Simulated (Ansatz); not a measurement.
Molecular dynamics of Cl4HSn

Input:

```yaml
crystal:
  periodic: [false, false, false]
  atoms:
    - { symbol: Sn, position_ang: [-0.004801, 0.0, 0.030642] }
    - { symbol: Cl, position_ang: [0.00635, 1.0e-06, 2.426816] }
    - { symbol: Cl, position_ang: [2.197883, 3.0e-06, -0.769761] }
    - { symbol: Cl, position_ang: [-1.111004, 1.910406, -0.756145] }
    - { symbol: Cl, position_ang: [-1.111002, -1.910408, -0.756146] }
    - { symbol: H, position_ang: [0.024973, -2.0e-06, 4.407092] }
magnetization:
  spin_polarized: true
  initial_magnetization: 1
basis:
  gaussian: { orbitals: def2-SVP }
hamiltonian:
  xc: b3lyp
  dispersion: d4
md:
  timestep: 0.5
  n_steps: 200
  ensemble: nve
  temperature: 300.0
  initial_velocities: maxwell_boltzmann
  seed: 10607
```

Command:

```bash
$ ansatz run input.yaml --threads 4 --pin off --max-ram 5120MiB --backend cpu --events-out ev --progress --plain --runs-dir out
```

It starts at the highest image of a converged band. Of that band: Neighbouring images differ by up to 1.3 eV, so the band resolves the path poorly. A vibrational analysis at the climbing image gives one clearly imaginary mode, 595i cm⁻¹: a first-order saddle point.

Output, in part (one step line in 3, the closing report, with atoms numbered from 0):

```
md step     0: t =     0.00 fs  T =   300.0 K  F+E_penalty+E_count = -55928.25319719 eV  E_kin = 0.155112 eV  conserved = -55928.09808519 eV  (31 SCF iters)
md step     3: t =     1.50 fs  T =   302.0 K  F+E_penalty+E_count = -55928.25421832 eV  E_kin = 0.156125 eV  conserved = -55928.09809312 eV  (27 SCF iters)
md step     6: t =     3.00 fs  T =   306.8 K  F+E_penalty+E_count = -55928.25675072 eV  E_kin = 0.158652 eV  conserved = -55928.09809914 eV  (28 SCF iters)
md step     9: t =     4.50 fs  T =   313.5 K  F+E_penalty+E_count = -55928.26021093 eV  E_kin = 0.162107 eV  conserved = -55928.09810412 eV  (28 SCF iters)
md step    12: t =     6.00 fs  T =   321.1 K  F+E_penalty+E_count = -55928.26412739 eV  E_kin = 0.166019 eV  conserved = -55928.09810846 eV  (27 SCF iters)
md step    15: t =     7.50 fs  T =   328.7 K  F+E_penalty+E_count = -55928.26808524 eV  E_kin = 0.169973 eV  conserved = -55928.09811207 eV  (27 SCF iters)
md step    18: t =     9.00 fs  T =   335.8 K  F+E_penalty+E_count = -55928.27172522 eV  E_kin = 0.173610 eV  conserved = -55928.09811496 eV  (27 SCF iters)
md step    21: t =    10.50 fs  T =   341.6 K  F+E_penalty+E_count = -55928.27475181 eV  E_kin = 0.176634 eV  conserved = -55928.09811732 eV  (28 SCF iters)
md step    24: t =    12.00 fs  T =   345.9 K  F+E_penalty+E_count = -55928.27694201 eV  E_kin = 0.178823 eV  conserved = -55928.09811864 eV  (27 SCF iters)
md step    27: t =    13.50 fs  T =   348.2 K  F+E_penalty+E_count = -55928.27816291 eV  E_kin = 0.180044 eV  conserved = -55928.09811917 eV  (27 SCF iters)
md step    30: t =    15.00 fs  T =   348.6 K  F+E_penalty+E_count = -55928.27837412 eV  E_kin = 0.180255 eV  conserved = -55928.09811894 eV  (27 SCF iters)
md step    33: t =    16.50 fs  T =   347.2 K  F+E_penalty+E_count = -55928.27761859 eV  E_kin = 0.179501 eV  conserved = -55928.09811801 eV  (26 SCF iters)
md step    36: t =    18.00 fs  T =   344.1 K  F+E_penalty+E_count = -55928.27601775 eV  E_kin = 0.177901 eV  conserved = -55928.09811642 eV  (26 SCF iters)
md step    39: t =    19.50 fs  T =   339.7 K  F+E_penalty+E_count = -55928.27376723 eV  E_kin = 0.175653 eV  conserved = -55928.09811442 eV  (26 SCF iters)
md step    42: t =    21.00 fs  T =   334.6 K  F+E_penalty+E_count = -55928.27110123 eV  E_kin = 0.172989 eV  conserved = -55928.09811237 eV  (25 SCF iters)
md step    45: t =    22.50 fs  T =   329.1 K  F+E_penalty+E_count = -55928.26826471 eV  E_kin = 0.170154 eV  conserved = -55928.09811033 eV  (30 SCF iters)
md step    48: t =    24.00 fs  T =   323.8 K  F+E_penalty+E_count = -55928.26550500 eV  E_kin = 0.167396 eV  conserved = -55928.09810857 eV  (25 SCF iters)
md step    51: t =    25.50 fs  T =   319.0 K  F+E_penalty+E_count = -55928.26304027 eV  E_kin = 0.164933 eV  conserved = -55928.09810715 eV  (25 SCF iters)
md step    54: t =    27.00 fs  T =   315.1 K  F+E_penalty+E_count = -55928.26104387 eV  E_kin = 0.162938 eV  conserved = -55928.09810594 eV  (25 SCF iters)
md step    57: t =    28.50 fs  T =   312.4 K  F+E_penalty+E_count = -55928.25965409 eV  E_kin = 0.161549 eV  conserved = -55928.09810517 eV  (25 SCF iters)
md step    60: t =    30.00 fs  T =   311.1 K  F+E_penalty+E_count = -55928.25895687 eV  E_kin = 0.160852 eV  conserved = -55928.09810499 eV  (25 SCF iters)
md step    63: t =    31.50 fs  T =   311.1 K  F+E_penalty+E_count = -55928.25896951 eV  E_kin = 0.160864 eV  conserved = -55928.09810516 eV  (25 SCF iters)
md step    66: t =    33.00 fs  T =   312.5 K  F+E_penalty+E_count = -55928.25965598 eV  E_kin = 0.161550 eV  conserved = -55928.09810572 eV  (22 SCF iters)
md step    69: t =    34.50 fs  T =   314.9 K  F+E_penalty+E_count = -55928.26094481 eV  E_kin = 0.162838 eV  conserved = -55928.09810658 eV  (26 SCF iters)
md step    72: t =    36.00 fs  T =   318.4 K  F+E_penalty+E_count = -55928.26271627 eV  E_kin = 0.164608 eV  conserved = -55928.09810782 eV  (25 SCF iters)
md step    75: t =    37.50 fs  T =   322.4 K  F+E_penalty+E_count = -55928.26479361 eV  E_kin = 0.166684 eV  conserved = -55928.09810939 eV  (25 SCF iters)
md step    78: t =    39.00 fs  T =   326.6 K  F+E_penalty+E_count = -55928.26695909 eV  E_kin = 0.168848 eV  conserved = -55928.09811099 eV  (25 SCF iters)
md step    81: t =    40.50 fs  T =   330.5 K  F+E_penalty+E_count = -55928.26898624 eV  E_kin = 0.170874 eV  conserved = -55928.09811247 eV  (25 SCF iters)
md step    84: t =    42.00 fs  T =   333.7 K  F+E_penalty+E_count = -55928.27065244 eV  E_kin = 0.172538 eV  conserved = -55928.09811400 eV  (25 SCF iters)
md step    87: t =    43.50 fs  T =   335.8 K  F+E_penalty+E_count = -55928.27174124 eV  E_kin = 0.173626 eV  conserved = -55928.09811553 eV  (25 SCF iters)
md step    90: t =    45.00 fs  T =   336.4 K  F+E_penalty+E_count = -55928.27204993 eV  E_kin = 0.173933 eV  conserved = -55928.09811671 eV  (25 SCF iters)
md step    93: t =    46.50 fs  T =   335.2 K  F+E_penalty+E_count = -55928.27140737 eV  E_kin = 0.173290 eV  conserved = -55928.09811761 eV  (25 SCF iters)
md step    96: t =    48.00 fs  T =   331.8 K  F+E_penalty+E_count = -55928.26969418 eV  E_kin = 0.171576 eV  conserved = -55928.09811797 eV  (25 SCF iters)
md step    99: t =    49.50 fs  T =   326.4 K  F+E_penalty+E_count = -55928.26686095 eV  E_kin = 0.168743 eV  conserved = -55928.09811780 eV  (25 SCF iters)
md step   102: t =    51.00 fs  T =   318.8 K  F+E_penalty+E_count = -55928.26292982 eV  E_kin = 0.164813 eV  conserved = -55928.09811719 eV  (25 SCF iters)
md step   105: t =    52.50 fs  T =   309.2 K  F+E_penalty+E_count = -55928.25799005 eV  E_kin = 0.159874 eV  conserved = -55928.09811613 eV  (24 SCF iters)
md step   108: t =    54.00 fs  T =   298.0 K  F+E_penalty+E_count = -55928.25219689 eV  E_kin = 0.154082 eV  conserved = -55928.09811467 eV  (24 SCF iters)
md step   111: t =    55.50 fs  T =   285.6 K  F+E_penalty+E_count = -55928.24576577 eV  E_kin = 0.147653 eV  conserved = -55928.09811291 eV  (22 SCF iters)
md step   114: t =    57.00 fs  T =   272.4 K  F+E_penalty+E_count = -55928.23895537 eV  E_kin = 0.140844 eV  conserved = -55928.09811092 eV  (25 SCF iters)
md step   117: t =    58.50 fs  T =   259.1 K  F+E_penalty+E_count = -55928.23205795 eV  E_kin = 0.133949 eV  conserved = -55928.09810874 eV  (23 SCF iters)
md step   120: t =    60.00 fs  T =   246.2 K  F+E_penalty+E_count = -55928.22538544 eV  E_kin = 0.127279 eV  conserved = -55928.09810670 eV  (22 SCF iters)
md step   123: t =    61.50 fs  T =   234.3 K  F+E_penalty+E_count = -55928.21924575 eV  E_kin = 0.121141 eV  conserved = -55928.09810480 eV  (22 SCF iters)
md step   126: t =    63.00 fs  T =   224.0 K  F+E_penalty+E_count = -55928.21392188 eV  E_kin = 0.115819 eV  conserved = -55928.09810317 eV  (22 SCF iters)
md step   129: t =    64.50 fs  T =   215.8 K  F+E_penalty+E_count = -55928.20965531 eV  E_kin = 0.111553 eV  conserved = -55928.09810193 eV  (22 SCF iters)
md step   132: t =    66.00 fs  T =   209.9 K  F+E_penalty+E_count = -55928.20662969 eV  E_kin = 0.108529 eV  conserved = -55928.09810116 eV  (22 SCF iters)
md step   135: t =    67.50 fs  T =   206.7 K  F+E_penalty+E_count = -55928.20495997 eV  E_kin = 0.106859 eV  conserved = -55928.09810093 eV  (22 SCF iters)
md step   138: t =    69.00 fs  T =   206.1 K  F+E_penalty+E_count = -55928.20468308 eV  E_kin = 0.106582 eV  conserved = -55928.09810122 eV  (22 SCF iters)
md step   141: t =    70.50 fs  T =   208.2 K  F+E_penalty+E_count = -55928.20576217 eV  E_kin = 0.107660 eV  conserved = -55928.09810195 eV  (22 SCF iters)
md step   144: t =    72.00 fs  T =   212.7 K  F+E_penalty+E_count = -55928.20809470 eV  E_kin = 0.109992 eV  conserved = -55928.09810310 eV  (22 SCF iters)
md step   147: t =    73.50 fs  T =   219.4 K  F+E_penalty+E_count = -55928.21151914 eV  E_kin = 0.113415 eV  conserved = -55928.09810457 eV  (22 SCF iters)
md step   150: t =    75.00 fs  T =   227.7 K  F+E_penalty+E_count = -55928.21582737 eV  E_kin = 0.117721 eV  conserved = -55928.09810628 eV  (23 SCF iters)
md step   153: t =    76.50 fs  T =   237.3 K  F+E_penalty+E_count = -55928.22077883 eV  E_kin = 0.122671 eV  conserved = -55928.09810820 eV  (22 SCF iters)
md step   156: t =    78.00 fs  T =   247.6 K  F+E_penalty+E_count = -55928.22611556 eV  E_kin = 0.128006 eV  conserved = -55928.09811005 eV  (22 SCF iters)
md step   159: t =    79.50 fs  T =   258.1 K  F+E_penalty+E_count = -55928.23157780 eV  E_kin = 0.133466 eV  conserved = -55928.09811184 eV  (22 SCF iters)
md step   162: t =    81.00 fs  T =   268.5 K  F+E_penalty+E_count = -55928.23691544 eV  E_kin = 0.138802 eV  conserved = -55928.09811353 eV  (23 SCF iters)
md step   165: t =    82.50 fs  T =   278.1 K  F+E_penalty+E_count = -55928.24189980 eV  E_kin = 0.143785 eV  conserved = -55928.09811497 eV  (22 SCF iters)
md step   168: t =    84.00 fs  T =   286.7 K  F+E_penalty+E_count = -55928.24633673 eV  E_kin = 0.148221 eV  conserved = -55928.09811614 eV  (22 SCF iters)
md step   171: t =    85.50 fs  T =   293.9 K  F+E_penalty+E_count = -55928.25007024 eV  E_kin = 0.151953 eV  conserved = -55928.09811708 eV  (29 SCF iters)
md step   174: t =    87.00 fs  T =   299.5 K  F+E_penalty+E_count = -55928.25298439 eV  E_kin = 0.154867 eV  conserved = -55928.09811753 eV  (25 SCF iters)
md step   177: t =    88.50 fs  T =   303.4 K  F+E_penalty+E_count = -55928.25500514 eV  E_kin = 0.156887 eV  conserved = -55928.09811769 eV  (25 SCF iters)
md step   180: t =    90.00 fs  T =   305.6 K  F+E_penalty+E_count = -55928.25609959 eV  E_kin = 0.157982 eV  conserved = -55928.09811759 eV  (25 SCF iters)
md step   183: t =    91.50 fs  T =   305.9 K  F+E_penalty+E_count = -55928.25627350 eV  E_kin = 0.158156 eV  conserved = -55928.09811731 eV  (25 SCF iters)
md step   186: t =    93.00 fs  T =   304.5 K  F+E_penalty+E_count = -55928.25556831 eV  E_kin = 0.157452 eV  conserved = -55928.09811676 eV  (25 SCF iters)
md step   189: t =    94.50 fs  T =   301.6 K  F+E_penalty+E_count = -55928.25405710 eV  E_kin = 0.155941 eV  conserved = -55928.09811602 eV  (25 SCF iters)
md step   192: t =    96.00 fs  T =   297.3 K  F+E_penalty+E_count = -55928.25184178 eV  E_kin = 0.153727 eV  conserved = -55928.09811512 eV  (25 SCF iters)
md step   195: t =    97.50 fs  T =   291.9 K  F+E_penalty+E_count = -55928.24904863 eV  E_kin = 0.150935 eV  conserved = -55928.09811409 eV  (29 SCF iters)
md step   198: t =    99.00 fs  T =   285.7 K  F+E_penalty+E_count = -55928.24582387 eV  E_kin = 0.147711 eV  conserved = -55928.09811311 eV  (23 SCF iters)
md step   200: t =   100.00 fs  T =   281.2 K  F+E_penalty+E_count = -55928.24351369 eV  E_kin = 0.145401 eV  conserved = -55928.09811242 eV  (30 SCF iters)
Total energy: -55928.24389499 eV, -2055.3250536154 hartree
Atom 0 at    -0.029052     0.015646    -0.017053 Å, force     0.225309    -0.664499    -0.099189 eV/Å
Atom 1 at     0.058925     0.036294     2.310232 Å, force    -0.102622     0.007523     0.141977 eV/Å
Atom 2 at     2.241616     0.007945    -0.675191 Å, force    -0.426231    -0.012542    -0.064070 eV/Å
Atom 3 at    -1.104450     1.947967    -0.751446 Å, force    -0.041661    -0.036849    -0.097215 eV/Å
Atom 4 at    -1.139876    -1.992822    -0.691464 Å, force     0.345223     0.706252     0.118933 eV/Å
Atom 5 at     0.278941    -1.820901     8.358190 Å, force    -0.000018     0.000114    -0.000435 eV/Å
Dipole moment:    -0.054846     0.047155    -0.061957 e Å
```

All steps were run. The conserved energy stayed within 0.0057 meV per atom of its start (net change -0.0045 meV per atom), so the integration is sound. A run of 0.1 ps of so small a system gives no equilibrium averages.

Between its relaxed ends the band would form Cl2–H6 and break Sn1–Cl2. These pairs go: Cl2–H6 1.98 → 6.33 Å, Sn1–Cl2 2.40 → 2.33 Å. In the last frame they stand as before the step (other bonds may differ from the relaxed reactants and products). It ends as Cl4Sn + H. Pairs count as bonded within 1.25 times the sum of covalent radii (0.12 Å more for H–H).

Last frame:

```xyz
6
Properties=species:S:1:pos:R:3
Sn -0.029 0.016 -0.017
Cl 0.059 0.036 2.310
Cl 2.242 0.008 -0.675
Cl -1.104 1.948 -0.751
Cl -1.140 -1.993 -0.692
H 0.279 -1.821 8.358
```

The run took 8.6 min on 4 threads of Arm Neoverse V2, on a shared host, peak memory 0.4 GiB.
